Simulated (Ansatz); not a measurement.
A search over several starts for the lowest SCF solution of HfO₃⁻ at the given spin, in a small basis.

```yaml
crystal:
  periodic: [false, false, false]
  atoms:
    - {symbol: Hf, position_ang: [-0.025075, -0.025520, 0.025298]}
    - {symbol: O, position_ang: [0.808674, -1.490208, 0.858439]}
    - {symbol: O, position_ang: [1.058972, 1.089427, -1.075589]}
    - {symbol: O, position_ang: [-1.842561, 0.426300, 0.191852]}
basis:
  gaussian: {orbitals: def2-SVP, initial_orbitals: start.molden}
total_charge: -1
magnetization: {spin_polarized: true, initial_magnetization: 1}
hamiltonian: {xc: pbe0, dispersion: d4}
output: {orbitals: {seedname: orbitals}}
```

The file start.molden holds the orbitals of an earlier run on this structure, at another level or in another basis.

```sh
$ ansatz run in.yaml --threads 4 --pin off --events-out ev --progress --plain --max-ram 3916MiB
```

It prints (some lines left out):

```
Functional definition: PBE0
702 factors; integrals over basis functions are off by at most 5.2e-4 eV
mean field evaluation 1: about -7405.6677 eV, gradient 5.1e2 eV
mean field evaluation 2: about -7416.2561 eV, gradient 2.9e1 eV
mean field evaluation 4: about -7432.4196 eV, gradient 1.4e1 eV
mean field evaluation 8: about -7437.4321 eV, gradient 4.2e-1 eV
mean field evaluation 16: about -7437.5429 eV, gradient 2.3e0 eV
mean field evaluation 32: about -7437.5700 eV, gradient 2.3e-5 eV
mean field evaluation 64: about -7437.5086 eV, gradient 3.3e0 eV
mean field -7437.56995302 eV, -273.3256544075 hartree, gradient 6.2e-6 eV, S^2 0.768597; 7 other end points of the search recorded, 0 dependent functions left out
reference -7437.56998910 eV, -273.3256557334 hartree; 19, 18 occupied and 55, 56 virtual orbitals, 702 factors
Total energy: -7437.65396688 eV, -273.3287418600 hartree
```

It took 5.5 s on 4 threads of Arm Neoverse V2 on a shared host.

In the def2 sets Hf takes a core potential; there is no spin–orbit coupling. The structure comes from a short search, and lower isomers may exist.
